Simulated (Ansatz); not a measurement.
Program: Ansatz. Geometries: PBE0-D4/def2-TZVP. ΔE: electronic, gas phase. CCSD(T)/CBS is the MP2 limit (def2-TZVPP, def2-QZVPP) plus CCSD(T) − MP2 in def2-TZVPP, frozen cores. This one scheme is used for every species. DFT in def2-TZVPP. B3LYP here is the variant with VWN-RPA as its local correlation; programs differ in this. One conformer a species, not always the lowest.

Reaction (ligand exchange at the Si–C bond): `B[SiH2]C` + `N[SiH2]F` → `B[SiH2]N[SiH2]F` + CH₄

`B[SiH2]C`:

Z-matrix (Å, degrees):
```
Si
C 1 1.876
B 1 2.010 2 116.0
H 1 1.496 2 109.7 3 -120.9
H 1 1.495 2 109.8 3 122.6
H 2 1.092 1 110.7 3 -60.3
H 2 1.092 1 110.7 3 59.3
H 2 1.092 1 111.2 3 179.5
H 3 1.197 1 119.3 2 177.5
H 3 1.197 1 123.7 2 -3.1
```

`N[SiH2]F`:

Cartesian coordinates in Å:
```
N -0.294 -0.994 0.155
Si 0.292 0.575 -0.113
F -0.816 1.730 -0.011
H -0.489 -1.338 1.080
H -0.807 -1.498 -0.549
H 0.821 0.644 -1.493
H 1.293 0.882 0.931
```

`B[SiH2]N[SiH2]F`:

```xyz
12

B    -0.209    1.252    1.156
Si   -0.764    0.930   -0.764
N    -0.056   -0.646   -1.097
Si    0.820   -1.427    0.121
F     0.285   -0.704    1.491
H    -1.014    1.337    2.032
H     0.897    1.654    1.373
H    -0.237    1.955   -1.714
H    -2.231    0.849   -1.020
H    -0.294   -1.137   -1.945
H     2.280   -1.186    0.147
H     0.524   -2.875    0.220
```

CH₄:

Cartesian coordinates in Å:
```
C 0.000 0.000 0.000
H 1.075 -0.009 0.180
H -0.520 -0.345 0.893
H -0.234 -0.661 -0.834
H -0.320 1.014 -0.239
```

| level | ΔE (kJ/mol) |
| --- | --- |
| B3LYP-D4 | -56.8 |
| CAM-B3LYP-D4 | -57.9 |
| BLYP | -42.9 |
| CAM-B3LYP | -51.7 |
| RPA@PBE/def2-TZVPP | -57.0 |
| CCSD/def2-SVP | -63.8 |
| SCS-MP2/def2-TZVPP | -56.3 |
| CCSD/def2-TZVPP | -52.6 |

Problem. What does CCSD(T)/CBS give? (Best estimate.)

Solution. Ansatz gave: -55.5 kJ/mol. The listed levels differ from it by -1.3, -2.4, 12.6, 3.8, -1.5, -8.3, -0.8, 2.9 kJ/mol.

Largest T1 diagnostic among the species: 0.012.

In def2-TZVPP, CCSD(T) changes the Hartree–Fock value by −16.2 kJ/mol (the triples alone add −3.4 kJ/mol) and MP2 by −19.4 kJ/mol. Leaving LDA and LC-ωPBE aside and taking each functional with its dispersion term where it has one, the values, not all of them listed here, spread over 6.9 kJ/mol, from BHLYP-D4 to B2PLYP. LDA lies −17.9 kJ/mol from PBE without D4. At CCSD(T), def2-SVP lies −11.2 kJ/mol from the extrapolated value and def2-TZVPP −0.6 kJ/mol.
